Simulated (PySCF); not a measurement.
Compound: H₉NSi₃ (charge +1 and doublet state).
Z-matrix (Å and degrees, GFN2-xTB geometry), rows numbered from 1:
```
Si
N   1  1.7767
Si  2  1.7769  1  119.94
Si  2  1.7764  1  119.94  3  -179.92
H   1  1.4684  2  102.12  3   111.20
H   1  1.4559  2  107.08  3    -9.59
H   1  1.4641  2  104.34  3  -133.07
H   3  1.4668  2  103.36  1   -56.06
H   3  1.4661  2  103.36  1    59.69
H   3  1.4556  2  106.99  1  -178.11
H   4  1.4564  2  107.01  1     6.72
H   4  1.4697  2  102.18  1  -113.93
H   4  1.4638  2  104.37  1   130.17
```

As a line formula: `[SiH3][N+]([SiH3])[SiH3]` [radical] (charge +1).

The calculation used PySCF, UKS B3LYP, pcH-1 on H N Si, non-relativistic, mean-field spin-orbit, GIAO. Geometry: GFN2-xTB; no solvent, vibrations or thermal averaging. The geometry wasn't refined by DFT: couplings that depend on bond lengths, twists or pyramidal angles can differ widely from those at the functional's own minimum, by a factor of two or more for some ions and for spin on atoms past the first row. No stability test was run, so a lower SCF solution isn't excluded.

Task: What is the g tensor, term by term?

Result: 
```csv
Δg (ppm),1,2,3
relativistic mass correction,-174,-174,-174
gauge correction,0,49,49
orbital Zeeman/spin–orbit,4,4291,4303
total,-170,4167,4178
```

So g = 2.00215, 2.00649, 2.00650 and g_iso = 2.00504; the tensor is close to axial: the two nearest values differ by under 1 % of g3 − g1. 

Task: What effective moment and Curie constant follow for a powder?

Result: With the mean of g² = 4.0202 and S(S+1) = 0.75: μ_eff = √(⟨g²⟩S(S+1)) = 1.736 μB and χT = 0.12505·⟨g²⟩·S(S+1) = 0.377 cm³ K/mol (cgs; spin-Hamiltonian part alone).

Task: How much does each term add to the isotropic shift?

Result: The orbital-Zeeman/spin–orbit term 2866, the mass correction -174 and the gauge correction 33 ppm, for a total of 2725 ppm. The orbital-Zeeman/spin–orbit term is the largest in size. The mass correction is the same along every axis, so the anisotropy comes from the other two: their spans along these axes are 49 (gauge) and 4299 ppm (orbital Zeeman/spin–orbit).

Task: In a frozen sample, at which fields do the three g values resonate at 9.5, 34, 94 and 263 GHz (hyperfine left aside), and which band first spreads them over more than twice a line width of 1.0 mT?

Result: 
```csv
band,GHz,B(g3) mT,B(g2) mT,B(g1) mT,spread mT
X,9.5,338.28,338.28,339.01,0.73
Q,34.0,1210.68,1210.69,1213.31,2.63
W,94.0,3347.17,3347.19,3354.44,7.27
J,263.0,9364.95,9365.01,9385.29,20.34
```

The spread grows in proportion to the frequency. Q band is the first where it exceeds 2.0 mT.

The Mulliken spin populations are largest on N2 (+0.76), H12 (+0.08), H5 (+0.08) and H8 (+0.06). N2 is the only atom above +0.15. The angles at N2 add up to 360.0°, so it is planar.

The HOMO–LUMO gaps are 8.20 eV among the α and 3.71 eV among the β orbitals.
